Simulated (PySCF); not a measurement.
BrClFGa. Atoms are numbered in the order given.

```xyz
4

Ga    -0.3215    -0.4887     0.0000
F     -2.0119    -0.8902     0.0000
Cl     1.0630    -2.0899     0.0000
Br     0.2858     1.6769     0.0000
```
Charge 0, spin multiplicity 1.

Geometry: PBE0-D3(BJ)/def2-SVP. The structure was generated by enumeration; whether it is a known compound was not checked.

Calculation: PySCF with TDA-M06-2X/def2-SVPD.

Vertical excitations. Isolated molecule, no solvent. State labels are in the subgroup Cs.

Computed lowest excited states:
| state | symmetry | energy (eV) | λ (nm) | f | main pairs |
|---|---|---|---|---|---|
| S1 | A' | 5.97 | 208 | 0.021 | HOMO→LUMO 94 % |
| S2 | A" | 6.09 | 204 | 0.010 | HOMO−1→LUMO 94 % |
| S3 | A" | 6.44 | 192 | 0.000 | HOMO→LUMO+1 98 % |
| S4 | A' | 6.68 | 186 | 0.028 | HOMO−2→LUMO 85 % |
| S5 | A" | 6.90 | 180 | 0.033 | HOMO−3→LUMO 91 % |
| S6 | A' | 6.96 | 178 | 0.031 | HOMO−1→LUMO+1 71 %, HOMO−4→LUMO 18 % |
| S7 | A" | 7.13 | 174 | 0.003 | HOMO−2→LUMO+1 97 % |
| S8 | A' | 7.74 | 160 | 0.029 | HOMO−3→LUMO+1 75 % |
| S9 | A" | 7.95 | 156 | 0.001 | HOMO−4→LUMO+1 96 % |
| S10 | A' | 8.12 | 153 | 0.509 | HOMO−4→LUMO 57 %, HOMO−3→LUMO+1 10 %, HOMO−7→LUMO 9 % |
| T1 | A' | 5.60 | 221 | 0 | HOMO→LUMO 93 % |
| T2 | A" | 5.76 | 215 | 0 | HOMO−1→LUMO 92 % |
| T3 | A' | 6.24 | 199 | 0 | HOMO−2→LUMO 72 %, HOMO−1→LUMO+1 19 % |
| T4 | A" | 6.34 | 196 | 0 | HOMO→LUMO+1 97 % |
Triplets are in the Tamm–Dancoff approximation.
